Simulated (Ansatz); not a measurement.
Reaction (ligand exchange at the Al–C bond): `[AlH2]/[CH]=C1/C[SiH2]1` + `OP[SiH3]` → `O[P]([AlH2])[SiH3]` + `C=C1C[SiH2]1`

Computed with Ansatz on PBE0-D4/def2-TZVP structures; ΔE is electronic, products minus reactants. CBS: MP2 limit from def2 TZ/QZ plus the TZ coupled-cluster correction, frozen cores. Functionals use def2-TZVPP. One conformer a species, not always the lowest.

| level | ΔE (kJ/mol) |
| --- | --- |
| ωB97X-V | -29.4 |
| ωB97M-V | -27.7 |
| PBE | -39.3 |
| PBE0 | -37.0 |
| MP2/def2-TZVPP | -26.1 |
| MP2/def2-QZVPP | -27.1 |
| SCS-MP2/def2-QZVPP | -25.0 |
| CCSD/CBS(def2) | -29.6 |

Q: What does CCSD(T)/CBS give? (Best estimate.)

A: Computed: -30.6 kJ/mol. The listed levels differ from it by 1.2, 2.9, -8.7, -6.4, 4.5, 3.5, 5.6, 1.0 kJ/mol.

Largest T1 diagnostic among the species: 0.014.

In def2-TZVPP, CCSD(T) changes the Hartree–Fock value by −6.3 kJ/mol (the triples alone add −1.0 kJ/mol) and MP2 by −4.1 kJ/mol.
